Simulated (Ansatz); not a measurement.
Cost and result for the atomization energy of `[SiH3][O][GeH2][Cl]` (9 atoms, 8 bonds).

```csv
atom,x (Å),y (Å),z (Å)
Si1,0.446,-1.492,0.031
O2,-0.684,-0.309,0.176
Ge3,-0.651,1.446,0.110
Cl4,0.684,2.023,-1.474
H5,0.781,-1.731,-1.395
H6,1.689,-1.122,0.762
H7,-0.128,-2.726,0.622
H8,-2.062,1.911,-0.250
H9,-0.075,1.999,1.417
```

Charge 0, multiplicity 1. Correlated methods include outer-core shells of Ge, which these sets cover unevenly. Scalar relativity is left out up to krypton. The geometry is a stationary point of PBE0-D4/def2-TZVP. It is one conformer, not always the lowest. Program: Ansatz. All runs use 4 threads of an Arm Neoverse V2 on a shared host. Times are those of one run each, without the atoms' runs, and a repeat can differ threefold. Electronic energies, without spin–orbit coupling; frozen cores. CCSD(T)/CBS adds CCSD(T) − MP2 in def2-TZVPP to the MP2 limit, and its time is that of the two runs behind it. T1 = 0.011. With those shells the extrapolation isn't a true limit. HSE06 is the plane-wave form, built on full-range PBE exchange.

CCSD(T)/CBS is a level of theory with its own doubt, some kJ/mol a heavy atom from the limit and from the frozen cores, so smaller differences don't rank the functionals.

| level | functions | wall time | atomization (kcal/mol) | difference from CCSD(T)/CBS | per bond |
| --- | --- | --- | --- | --- | --- |
| revPBE-D4/def2-TZVPP | 233 | 2.1 s | 645.5 | -24.6 | -3.1 |
| BLYP-D4/def2-TZVPP | 233 | 2.3 s | 654.8 | -15.3 | -1.9 |
| HSE06-D4/def2-TZVPP | 233 | 4 s | 654.1 | -16.0 | -2.0 |
| r2SCANh-D4/def2-TZVPP | 233 | 6 s | 662.6 | -7.5 | -0.9 |
| B2PLYP/def2-TZVPP | 233 | 6 s | 656.0 | -14.1 | -1.8 |
| PBE-QIDH/def2-TZVPP | 233 | 6 s | 657.9 | -12.2 | -1.5 |
| CCSD(T)/def2-SVP | 107 | 6 s | 617.1 | -53.0 | -6.6 |
| ωB97X-V/def2-TZVPP | 233 | 8.5 s | 671.6 | 1.5 | 0.2 |
| B97M-V/def2-TZVPP | 233 | 9.5 s | 672.7 | 2.6 | 0.3 |
| ωB97M-V/def2-TZVPP (with forces) | 233 | 13 s | 665.1 | -5.0 | -0.6 |
| MP2/def2-QZVPP | 436 | 22 s | 669.7 | -0.4 | -0.1 |
| CCSD(T)/def2-TZVPP | 233 | 2.3 min | 653.6 | -16.5 | -2.1 |
| CCSD(T)/CBS(def2) | – | 2.7 min | 670.1 | 0.0 | 0.0 |

The D4 term adds +8.2 kcal/mol with B3LYP and +4.3 kcal/mol with PBE0; it sums over pairs of atoms, weighted by their polarisabilities, and B3LYP, whose exchange is more repulsive, gets the larger term. At CCSD(T), def2-SVP lies −53.0 kcal/mol from the extrapolated value and def2-TZVPP −16.5 kcal/mol: correlation converges slowly with the basis, and small sets miss more of it in the bonded molecule than in its fragments. From PBE to PBE0 (25 % exact exchange), in def2-TZVPP and without D4, the atomization energy moves by −5.0 kcal/mol: exact exchange takes away binding that semilocal exchange gives to molecules.

B3LYP here is the variant with VWN-RPA as its local correlation; programs differ in this.

For some Ge, Se and Sn compounds the MP2-based and the directly extrapolated limit differ by 10 to 25 kJ/mol.
